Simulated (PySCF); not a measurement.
**Radial density of B (boron, neutral)**

r2SCAN, [He] 2s2 2p1, 2P determinant. Calculation: PySCF 2.14, in aug-cc-pVDZ-DK (4s3p2d, 23 functions); the spin-free X2C one-electron Hamiltonian (Gaussian nucleus).

```
r (bohr)  4πr²ρ (e/bohr)  4πr²(ρα − ρβ)
 0.00670         0.03858         0.0000
  0.0113          0.1043         0.0000
  0.0190          0.2708         0.0001
  0.0319          0.6720         0.0003
  0.0536           1.528         0.0008
  0.0902           3.015         0.0019
   0.152           4.676         0.0048
   0.255           4.906         0.0164
   0.429           2.759         0.0645
   0.722          0.9728         0.1986
    1.21           1.341         0.4063
    2.04           1.241         0.3749
    3.44          0.3216         0.1191
    5.78         0.01795         0.0120
    9.72       0.0001515         0.0001
```

Densities and radii are taken from the X2C orbitals without a picture-change correction, which distorts them close to the nucleus.
